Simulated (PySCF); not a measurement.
Bonding in `C[C@@H]1[SiH2]C[SiH2]C[Si@H]1P`

C4H15PSi3.
Numbering: `[CH3:1][C@@H:2]1[SiH2:3][CH2:4][SiH2:5][CH2:6][Si@H:7]1[PH2:8]` (hydrogens: H9, H10, H11 on C1; H12 on C2; H13, H14 on Si3; H15, H16 on C4; H17, H18 on Si5; H19, H20 on C6; H21 on Si7; H22, H23 on P8)

Geometry (GFN2-xTB, Å), atoms numbered from 1 in this order:
```
atom  x, y, z in Å
C1     1.5854    1.9567    0.7168
C2     0.4960    1.1259    0.0456
Si3   -1.1702    1.2834    0.9506
C4    -2.4703    0.2527    0.0293
Si5   -2.0267   -1.5765   -0.2158
C6    -0.3140   -1.6939   -1.0276
Si7    1.0326   -0.6957   -0.1315
P8     2.9034   -0.7140   -1.3914
H9     1.7544    1.6174    1.7366
H10    2.5271    1.8735    0.1715
H11    1.3085    3.0090    0.7549
H12    0.3618    1.5212   -0.9672
H13   -1.5748    2.6993    0.9859
H14   -1.0244    0.8040    2.3316
H15   -3.4137    0.3202    0.5672
H16   -2.6511    0.7043   -0.9456
H17   -3.0232   -2.2296   -1.0809
H18   -2.0060   -2.2699    1.0782
H19   -0.3794   -1.3475   -2.0589
H20   -0.0125   -2.7383   -1.0814
H21    1.2599   -1.2789    1.2076
H22    3.7687   -0.5110   -0.3335
H23    3.0637   -2.0855   -1.3318
```

Bond orders from the PBE0/pcSseg-1 density (PySCF). Isolated species at its GFN2-xTB geometry (one conformer only).

Task: How far do the computed orders between heavy atoms stray from the drawn ones?

Result: The largest departure is 0.122, at C2–Si3 (drawn single, 0.878). Drawn single, order below 0.88: C2–Si3 (0.878).

Task: Give the Mayer order of every bond between heavy atoms, beside its length.

Result: 
| bond | drawn as | length (Å) | Mayer order |
| --- | --- | --- | --- |
| C1–C2 | single | 1.526 | 1.037 |
| C2–Si3 | single | 1.903 | 0.878 |
| Si3–C4 | single | 1.898 | 0.913 |
| C4–Si5 | single | 1.898 | 0.915 |
| Si5–C6 | single | 1.899 | 0.905 |
| C6–Si7 | single | 1.901 | 0.922 |
| Si7–P8 | single | 2.256 | 1.023 |
| Si7–C2 | single | 1.907 | 0.883 |

Bonds between the same two heavy elements. C–Si: lowest C2–Si3 (0.878, 1.903 Å), highest C6–Si7 (0.922, 1.901 Å).

Task: And the bonds to hydrogen?

Result: C–H: 0.91 to 0.96 (8 bonds); H–Si: 0.93 to 0.96 (5 bonds); H–P: 0.93 (2 bonds).

Task: Sum the orders of all bonds at each heavy atom with more than one neighbour and set the sums beside the valence in the SMILES.

Result: C1 3.925 (drawn 4), C2 3.712 (drawn 4), Si3 3.703 (drawn 4), C4 3.699 (drawn 4), Si5 3.735 (drawn 4), C6 3.690 (drawn 4), Si7 3.756 (drawn 4), P8 2.880 (drawn 3). Orders between atoms that aren't bonded are not in these sums.

Mayer orders depend on the basis set.
